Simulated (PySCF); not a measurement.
Spin–spin coupling constants

Molfile (atoms numbered from 1):
```
C2H5Ga
     RDKit          3D

  8  7  0  0  0  0  0  0  0  0999 V2000
   -1.3324   -0.0266   -0.4069 C   0  0  0  0  0  0  0  0  0  0  0  0
   -0.3021   -0.5479    0.2772 C   0  0  0  0  0  0  0  0  0  0  0  0
    1.4554    0.2997    0.2359 Ga  0  0  0  0  0  3  0  0  0  0  0  0
   -1.2247    0.8862   -1.0058 H   0  0  0  0  0  0  0  0  0  0  0  0
   -2.3324   -0.4796   -0.4066 H   0  0  0  0  0  0  0  0  0  0  0  0
   -0.4848   -1.4640    0.8545 H   0  0  0  0  0  0  0  0  0  0  0  0
    2.6787   -0.2992    1.0199 H   0  0  0  0  0  0  0  0  0  0  0  0
    1.5974    1.6123   -0.6207 H   0  0  0  0  0  0  0  0  0  0  0  0
  1  2  2  0
  2  3  1  0
  1  4  1  0
  1  5  1  0
  2  6  1  0
  3  7  1  0
  3  8  1  0
M  END
```

Method: B3LYP/pcJ-1 (pcSseg-1 on Ga)//PBE0-D3(BJ)/def2-SVP, PySCF; isolated molecule, single conformer, non-relativistic. Couplings are averaged over pairs made equivalent by symmetry, fast rotation or ring inversion, so a value needn't be that of the named pair in this geometry, while other rotamers aren't included; one pair stands for each set, and the list holds those of at least 1.5 Hz over up to four bonds.

Isotopes: $^{13}$C, $^{1}$H.

| pair | bonds | J (Hz) |
| --- | --- | --- |
| C1, C2 | 1 | ? |
| C1, H4 | 1 | ? |
| C1, H5 | 1 | 163.9 |
| C2, H6 | 1 | ? |
| C1, H6 | 2 | -4.8 |
| C2, H4 | 2 | 2.8 |
| C2, H5 | 2 | ? |
| C2, H7 | 2 | 24.5 |
| H4, H5 | 2 | 5.0 |
| H7, H8 | 2 | 47.6 |
| C1, H7 | 3 | ? |
| H4, H6 | 3 | 22.8 |
| H5, H6 | 3 | 15.3 |
| H6, H7 | 3 | 2.2 |
| H5, H7 | 4 | 2.7 |

**Question.** Estimate the withheld couplings, with signs.

**Answer.** 
- $^{1}J$(C1,C2) = 65.3 Hz (bond length 1.342 Å)
- $^{1}J$(C1,H4) = 168.7 Hz (bond length 1.097 Å, sp2 carbon)
- $^{1}J$(C2,H6) = 155.5 Hz (bond length 1.098 Å, sp2 carbon)
- $^{2}J$(C2,H5) = -3.3 Hz (angle at C1 123°)
- $^{3}J$(C1,H7) = 3.9 Hz (mean over equivalent pairs that range from 0.3 to 7.6 Hz in this conformer)

Relativistic effects of the heavier atoms present are left out.
